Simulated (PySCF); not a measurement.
## Correlation energy of N (nitrogen, neutral)

[He] 2s2 2p3, high-spin 4S determinant. All numbers are calculated (PySCF 2.14, no relativity, point nucleus, in dyall-acv3z). Frozen: 1s2; 5 electrons correlated; the 19 highest virtual orbitals of each spin left out.

MP2 pair energies summed by pair of shells (mhartree):

```tsv
pair	energy	share (%)
2s-2p	-64.87	64.8
2p-2p	-23.54	23.5
2s-2s	-11.67	11.7
```

Total MP2 correlation energy: -100.08 mhartree.

Same-spin part -30.28 and opposite-spin part -69.79 mhartree; SCS-MP2 scales them by 1/3 and 6/5 to -93.85 mhartree.
